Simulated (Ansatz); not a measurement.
Ansatz results at the PBE0-D4/def2-TZVP geometry: HOMO energy (B3LYP/def2-TZVPP) -6.64 eV; LUMO energy (PBE0/def2-TZVPP) 0.19 eV; HOMO–LUMO gap (PBE/def2-TZVPP) 4.86 eV.

Each molecule was computed in one conformer, which needn't be the lowest.

Task: Which molecule gave them?
A. `NC(S)C[SiH3]`
B. `CB(N)[SiH2]C#N`
C. `B[SiH](O)F`
D. `CNC([SiH3])S`

Result: A. The others give `CNC([SiH3])S`: -6.48, 0.09, 4.51; `CB(N)[SiH2]C#N`: -8.03, -0.90, 5.18; `B[SiH](O)F`: -8.09, -2.74, 3.17.

B3LYP here is the variant with VWN-RPA as its local correlation; programs differ in this.
